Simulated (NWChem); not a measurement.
# Correlation energy of BeF2

SMILES: [F][Be][F]
```xyz
3

Be     0.0000     0.0000     0.0000
F      0.0000     0.0000     1.3865
F      0.0000     0.0000    -1.3865
```
Charge 0, spin multiplicity 1.

Everything below was run with NWChem. Structure: optimised with B3LYP/def2-SVP, a minimum by its harmonic frequencies.

Basis set: cc-pVDZ. Each correlation energy counts from its own Hartree-Fock reference.

The correlated methods keep 3 core orbitals frozen. The structure started from a generated list of species. Coupled-cluster values serve here as a point of comparison, not as the truth.

Task: Order these methods by the correlation energy they give, lowest first: MP2, SCS-MP2, CCSD, CCSD+T(CCSD), CCSD(T), CR-CCSD(T).

Result: CCSD+T(CCSD) (-429.5 mHa), CCSD(T) (-428.2 mHa), CR-CCSD(T) (-427.2 mHa), CCSD (-421.8 mHa), MP2 (-419.9 mHa), SCS-MP2 (-403.7 mHa)
